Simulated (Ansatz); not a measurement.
```csv
atom,x (Å),y (Å),z (Å)
C,0.0000,0.0000,-1.0808
C,0.0000,0.0000,0.2560
N,0.0000,0.0000,1.3203
H,0.0000,-0.9489,-1.4312
H,-0.8218,0.4744,-1.4312
H,0.8218,0.4744,-1.4312
```

Basis set: 6-31G* (spherical functions). Left uncorrelated: 3 orbitals. Charge 0, multiplicity 1.

Computed with Ansatz (development build ahead of 0.2.0); each method stands on the lowest determinant of its kind that the runs found. Restricted open shells among the atoms or ions are ROHF, correlated in semicanonical orbitals with singles.

(1) Give the atomization energy at this shape (free ground-state atoms in the same class of orbitals less the molecule, no zero-point energy) of singlet C₂H₃N by RHF-MP2, RHF.

Results:

(1)

| method | atomization energy |
| --- | --- |
| RHF-MP2 | 2251.8 kJ/mol |
| RHF | 1715.8 kJ/mol |

Caution: no unrestricted run beside it, a lower state can exist; the shape is not the minimum.
